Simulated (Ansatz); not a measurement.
Consider the redistribution: `C=C[SiH](Cl)Cl` + `[SH][Sn]([Cl])([Cl])[Cl]` → `C=C[Si](Cl)(Cl)Cl` + `[SH][SnH]([Cl])[Cl]`.

Computed with Ansatz on PBE0-D4/def2-TZVP structures; ΔE is electronic, products minus reactants. CCSD(T)/CBS is the MP2 limit (def2-TZVPP, def2-QZVPP) plus CCSD(T) − MP2 in def2-TZVPP, frozen cores. Functionals use def2-TZVPP. HSE06 is defined as in plane-wave codes. def2 core potentials past Kr. For Sn outer-core shells are correlated without core-valence functions, which leaves a few kJ/mol of doubt a bond. Each species was taken in one conformer, which may not be the lowest.

| level | ΔE (kcal/mol) | difference from CCSD(T)/CBS |
| --- | --- | --- |
| r2SCAN-D4 | -3.9 | -0.8 |
| r2SCAN0-D4 | -4.2 | -1.1 |
| HSE06-D4 | -4.0 | -0.9 |
| BHLYP-D4 | -3.0 | 0.1 |
| ωB97X-V | -3.8 | -0.7 |
| revPBE | -2.4 | 0.7 |
| PBE0 | -3.7 | -0.6 |
| HSE06 | -3.6 | -0.5 |
| BHLYP | -2.5 | 0.6 |
| CAM-B3LYP | -3.2 | -0.1 |
| HF/def2-SVP | -1.6 | 1.5 |
| MP2/def2-SVP | -2.8 | 0.3 |
| CCSD/def2-SVP | -2.5 | 0.6 |
| HF/def2-TZVPP | -1.2 | 1.9 |
| MP2/def2-QZVPP | -3.6 | -0.5 |
| MP2/CBS(def2) | -3.5 | -0.4 |
| CCSD(T)/CBS | -3.1 | 0 |

Largest T1 diagnostic among the species: 0.011.

The D4 term adds −0.9 kcal/mol with B3LYP and −0.4 kcal/mol with PBE0; it sums over pairs of atoms, weighted by their polarisabilities, and B3LYP, whose exchange is more repulsive, gets the larger term. In def2-TZVPP, CCSD(T) changes the Hartree–Fock value by −2.5 kcal/mol (the triples alone add −0.1 kcal/mol) and MP2 by −2.8 kcal/mol.

B3LYP here is the variant with VWN-RPA as its local correlation; programs differ in this.
